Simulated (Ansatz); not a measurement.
Program: Ansatz. Geometries: PBE0-D4/def2-TZVP. ΔE: electronic, gas phase. CCSD(T)/CBS is the MP2 limit (def2-TZVPP, def2-QZVPP) plus CCSD(T) − MP2 in def2-TZVPP, frozen cores. Functionals use def2-TZVPP. B3LYP here is the variant with VWN-RPA as its local correlation; programs differ in this. HSE06 is defined as in plane-wave codes. def2 core potentials past Kr. For In outer-core shells are correlated without core-valence functions, which leaves a few kJ/mol of doubt a bond. One conformer a species, not always the lowest.

Consider the isomerisation: `FC[SiH2][InH2]` → `[CH3][In]([F])[SiH3]`.

`FC[SiH2][InH2]`:

Cartesian coordinates in Å:
```
F -0.040 -1.149 1.217
C 0.497 -1.350 -0.083
Si 0.276 0.291 -1.051
In -0.849 1.489 0.930
H -0.048 -2.190 -0.518
H 1.541 -1.639 0.053
H 1.609 0.779 -1.502
H -0.538 0.036 -2.272
H 0.112 2.328 2.093
H -2.561 1.404 1.134
```

`[CH3][In]([F])[SiH3]`:

```xyz
10

C    -1.639   -1.008    1.151
In   -0.284    0.352    0.212
F    -0.852    2.190    0.666
Si    1.795    0.504   -1.276
H    -1.579   -0.867    2.231
H    -2.653   -0.763    0.830
H    -1.417   -2.045    0.906
H     2.872    1.225   -0.548
H     2.297   -0.843   -1.657
H     1.460    1.255   -2.515
```

```tsv
level	ΔE (kcal/mol)	difference from CCSD(T)/CBS
LDA (SPW92)	-38.9	7.0
PBE-D4	-42.9	3.0
revPBE-D4	-42.5	3.4
r2SCAN-D4	-43.8	2.1
B97M-V	-40.6	5.3
PBE0-D4	-42.1	3.8
B3LYP-D4	-43.4	2.5
r2SCANh-D4	-43.4	2.5
r2SCAN0-D4	-42.9	3.0
HSE06-D4	-42.1	3.8
BHLYP-D4	-42.5	3.4
CAM-B3LYP-D4	-42.4	3.5
ωB97X-V	-41.9	4.0
ωB97M-V	-41.5	4.4
B2PLYP	-45.7	0.2
PBE-QIDH	-44.2	1.7
PBE	-43.7	2.2
revPBE	-45.0	0.9
BLYP	-45.9	0.0
r2SCAN	-44.0	1.9
PBE0	-42.7	3.2
r2SCANh	-43.6	2.3
r2SCAN0	-43.1	2.8
HSE06	-42.7	3.2
BHLYP	-43.4	2.5
CAM-B3LYP	-43.0	2.9
LC-ωPBE	-43.1	2.8
RPA@PBE/def2-TZVPP	-42.0	3.9
HF/def2-SVP	-38.9	7.0
CCSD/def2-SVP	-41.0	4.9
CCSD(T)/def2-SVP	-40.9	5.0
HF/def2-TZVPP	-42.1	3.8
MP2/def2-TZVPP	-47.7	-1.8
SCS-MP2/def2-TZVPP	-46.3	-0.4
CCSD/def2-TZVPP	-43.6	2.3
HF/def2-QZVPP	-42.7	3.2
SCS-MP2/def2-QZVPP	-47.6	-1.7
HF/CBS(def2)	-42.8	3.1
MP2/CBS(def2)	-49.7	-3.8
CCSD/CBS(def2)	-45.7	0.2
CCSD(T)/CBS	-45.9	0
```

Largest T1 diagnostic among the species: 0.014.

From PBE to PBE0 (25 % exact exchange), in def2-TZVPP and without D4, ΔE moves by +0.9 kcal/mol. In def2-TZVPP, CCSD(T) changes the Hartree–Fock value by −1.8 kcal/mol (the triples alone add −0.3 kcal/mol) and MP2 by −5.6 kcal/mol.

CCSD(T)/CBS has its own doubt, a few kJ/mol and more with outer-core shells, so smaller differences from it don't rank the levels.
